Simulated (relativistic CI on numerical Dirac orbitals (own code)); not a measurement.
Calculated at this level of theory: Dirac-Coulomb-Breit CI, separate exchange-only KLI orbitals for each configuration, a model potential for QED, unscaled Slater integrals (own radial code, finite nucleus).

Configurations in the expansion (outside the closed core [Ne]): 3s2, 3s 3p, 3p2, 3s 3d, 3d2, 3p 3d, 3p 4s, 3d 4s, 3s 4s, 3s 4p, 3s 4d, 3s 4f, 3s 5s, 3s 5p, 3s 5d, 3s 5f, 4s2, 3s 5g, 3s 6s, 3s 6p, 3s 6d. Levels of other configurations are missing.

At this charge energies of transitions that change n are usually good to better than 1 %, and those within a shell (Δn = 0) to a few per cent.

Outline of the computed level scheme of Ag XXXVI. Lowest level of each configuration: 3s2 1S_0 at 0.00 eV; 3s 3p 3P°_0 at 70.82 eV; 3p2 3P_0 at 170.88 eV; 3s 3d 3D_1 at 236.84 eV; 3p 3d 3F°_2 at 313.32 eV; 3d2 3F_2 at 479.57 eV; 3s 4s 3S_1 at 1057.87 eV; 3s 4p 3P°_0 at 1094.97 eV; 3p 4s 3P°_0 at 1143.53 eV.

Some strong electric-dipole decays among the lowest 43 levels: 3s 4p 1P°_1 → 3s2 1S_0 (6.4e+12 s⁻¹); 3s 4s 1S_0 → 3s 3p 1P°_1 (5.5e+12 s⁻¹); 3s 4s 3S_1 → 3s 3p 3P°_2 (3.9e+12 s⁻¹); 3s 4p 3P°_1 → 3s2 1S_0 (3.6e+12 s⁻¹); 3p 4s 3P°_1 → 3p2 1D_2 (2.5e+12 s⁻¹); 3s 4s 3S_1 → 3s 3p 3P°_1 (1.8e+12 s⁻¹); 3p 4s 3P°_1 → 3p2 3P_0 (1.3e+12 s⁻¹); 3s 4p 3P°_2 → 3s 3d 3D_3 (1.1e+12 s⁻¹).

LS names give the leading component of a level, which can be under half, so a name can repeat, a term be missing and a line seem to break the LS rules.
